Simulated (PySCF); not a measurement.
O2Se, charge -1, doublet, geometry from GFN2-xTB (a state made from the parent by changing its charge; the spin is typed, not shown lowest) (a gas-phase anion, which may not be bound at this level); SVWN5/STO-3G in PySCF.

Here is a job for PySCF.
```python
from pyscf import gto, scf, dft

mol = gto.Mole()
mol.atom = '''
    O    -1.361772    0.598247    0.035147
    Se    0.015899   -0.312514   -0.026176
    O     1.294203    0.729935    0.076102
'''
mol.basis = 'sto-3g'
mol.charge = -1
mol.spin = 1
mol.verbose = 4
mol.symmetry = True
mol.build()

mf = dft.UKS(mol)
mf.xc = 'lda,vwn'
mf.irrep_nelec = {'A1': (11, 12), 'A2': (3, 2), 'B1': (5, 4), 'B2': (7, 7)}
mf.kernel()
mf.analyze()
```

It wrote (shortened):

```
PySCF version 2.14.0

[INPUT] verbose = 4
[INPUT] num. atoms = 3
[INPUT] num. electrons = 51
[INPUT] charge = -1
[INPUT] spin (= nelec alpha-beta = 2S) = 1
[INPUT] symmetry True subgroup None
[INPUT] Mole.unit = angstrom
[INPUT] Symbol           X                Y                Z      unit          X                Y                Z       unit  Magmom
[INPUT]  1 O     -1.361772000000   0.598247000000   0.035147000000 AA   -2.573376124101   1.130522984843   0.066418204100 Bohr   0.0
[INPUT]  2 Se     0.015899000000  -0.312514000000  -0.026176000000 AA    0.030044755654  -0.590565870092  -0.049465471037 Bohr   0.0
[INPUT]  3 O      1.294203000000   0.729935000000   0.076102000000 AA    2.445689219590   1.379377238734   0.143811937532 Bohr   0.0

nuclear repulsion = 186.923525288033
point group symmetry = C2v
symmetry origin: [ 5.29123315e-07 -7.55890450e-07  3.02356180e-07]
symmetry axis x: [ 0.01119817  0.08402826 -0.99640045]
symmetry axis y: [0.99865466 0.0495149  0.01539919]
symmetry axis z: [ 0.05063064 -0.9952324  -0.08336074]
num. orbitals of irrep A1 = 13
num. orbitals of irrep A2 = 2
num. orbitals of irrep B1 = 5
num. orbitals of irrep B2 = 8
number of shells = 14
number of NR pGTOs = 84
number of NR cGTOs = 28
basis = sto-3g
ecp = {}

******** <class 'pyscf.dft.uks_symm.SymAdaptedUKS'> ********
method = SymAdaptedUKS
initial guess = minao
damping factor = 0
level_shift factor = 0
DIIS = <class 'pyscf.scf.diis.CDIIS'>
diis_start_cycle = 1
diis_space = 8
diis_damp = 0
SCF conv_tol = 1e-09
SCF conv_tol_grad = None
SCF max_cycles = 50
direct_scf = True
direct_scf_tol = 1e-13
number electrons alpha = 26  beta = 25
irrep_nelec {'A1': (11, 12), 'A2': (3, 2), 'B1': (5, 4), 'B2': (7, 7)}
XC library pyscf.dft.libxc version 7.1.2
    S. Lehtola, C. Steigemann, M. J. T. Oliveira, and M. A. L. Marques,  SoftwareX 7, 1–5 (2018)
XC functionals = lda,vwn
    P. A. M. Dirac,  Math. Proc. Cambridge Philos. Soc. 26, 376 (1930)
    F. Bloch,  Z. Phys. 57, 545 (1929)
    S. H. Vosko, L. Wilk, and M. Nusair,  Can. J. Phys. 58, 1200 (1980)
radial grids:
    Treutler-Ahlrichs [JCP 102, 346 (1995); DOI:10.1063/1.469408] (M4) radial grids

becke partition: Becke, JCP 88, 2547 (1988); DOI:10.1063/1.454033
pruning grids: <function nwchem_prune>
grids dens level: 3
symmetrized grids: True
atomic radii adjust function: <function treutler_atomic_radii_adjust>
small_rho_cutoff = 0
Traceback (most recent call last):
  File "input.py", line 19, in <module>
  File "<string>", line 2, in kernel
  File "site-packages/pyscf/scf/hf.py", line 2090, in scf
  File "site-packages/pyscf/scf/uhf_symm.py", line 332, in build
  File "site-packages/pyscf/scf/hf_symm.py", line 255, in check_irrep_nelec
ValueError: More electrons than orbitals for irrep A2 nelec = 3 + 2, norb = 2
```

The program refused the input.
